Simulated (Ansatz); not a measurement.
Cost and result for the atomization energy of Cl2H4N2Si, SMILES `N[Si](N)(Cl)Cl` (9 atoms, 8 bonds).

Z-matrix (Å, degrees):
```
Si
N 1 1.689
Cl 1 2.056 2 104.7
N 1 1.689 2 109.0 3 125.5
Cl 1 2.056 2 116.6 3 -116.3
H 2 1.006 1 120.6 3 31.9
H 2 1.007 1 120.0 3 -179.4
H 4 1.007 1 120.0 2 -53.9
H 4 1.006 1 120.6 2 157.4
```

The species carries charge 0 and has multiplicity 1. Geometry: relaxed with PBE0-D4/def2-TZVP. It is one conformer, not always the lowest. Program: Ansatz. All runs use 4 threads of an Intel Xeon on a shared host. Times are those of one run each, without the atoms' runs, and a repeat can differ threefold. Electronic energies, without spin–orbit coupling; frozen cores. CCSD(T)/CBS adds CCSD(T) − MP2 in def2-TZVPP to the MP2 limit, and its time is that of the two runs behind it. T1 = 0.009. B3LYP takes the VWN-RPA correlation (the form of Gaussian; ORCA's B3LYP/G). HSE06 is the plane-wave form, built on full-range PBE exchange.

CCSD(T)/CBS is a level of theory with its own doubt, some kJ/mol a heavy atom from the limit and from the frozen cores, so smaller differences don't rank the functionals.

```tsv
level	functions	wall time
LDA (SPW92)/def2-TZVPP	244	8.1 s
revPBE-D4/def2-TZVPP	244	11 s
B2PLYP/def2-TZVPP	244	12 s
CCSD(T)/def2-SVP	102	12 s
r2SCANh-D4/def2-TZVPP	244	12 s
r2SCAN-D4/def2-TZVPP (with forces)	244	14 s
B3LYP-D4/def2-TZVPP (with forces)	244	14 s
HSE06-D4/def2-TZVPP	244	15 s
PBE-QIDH/def2-TZVPP	244	16 s
B97M-V/def2-TZVPP	244	17 s
MP2/def2-QZVPP	444	61 s
CCSD(T)/def2-TZVPP	244	2.8 min
CCSD(T)/CBS(def2)	–	3.9 min
```

What atomization energy does each give, and how far from CCSD(T)/CBS? (Best estimate.)

Ansatz gave: 
```
                             level  atomization (kJ/mol)  difference from CCSD(T)/CBS  per bond
            LDA (SPW92)/def2-TZVPP                3632.6                        456.2      57.0
              revPBE-D4/def2-TZVPP                3141.2                        -35.2      -4.4
                 B2PLYP/def2-TZVPP                3121.3                        -55.1      -6.9
                  CCSD(T)/def2-SVP                2855.3                       -321.1     -40.1
             r2SCANh-D4/def2-TZVPP                3140.6                        -35.8      -4.5
r2SCAN-D4/def2-TZVPP (with forces)                3162.8                        -13.6      -1.7
 B3LYP-D4/def2-TZVPP (with forces)                3162.0                        -14.4      -1.8
               HSE06-D4/def2-TZVPP                3165.5                        -10.9      -1.4
               PBE-QIDH/def2-TZVPP                3135.4                        -41.0      -5.1
                 B97M-V/def2-TZVPP                3187.4                         11.0       1.4
                    MP2/def2-QZVPP                3203.5                         27.1       3.4
                CCSD(T)/def2-TZVPP                3052.7                       -123.7     -15.5
                 CCSD(T)/CBS(def2)                3176.4                          0.0       0.0
```

From r2SCAN to r2SCAN0 (25 % exact exchange), in def2-TZVPP and without D4, the atomization energy moves by −55.5 kJ/mol: exact exchange takes away binding that semilocal exchange gives to molecules. The D4 term adds +43.4 kJ/mol with B3LYP and +22.6 kJ/mol with PBE0; it sums over pairs of atoms, weighted by their polarisabilities, and B3LYP, whose exchange is more repulsive, gets the larger term. In def2-TZVPP, CCSD(T) changes the Hartree–Fock value by +863.9 kJ/mol (the triples alone add +55.4 kJ/mol) and MP2 by +940.7 kJ/mol; breaking electron pairs costs correlation energy, which Hartree–Fock lacks.
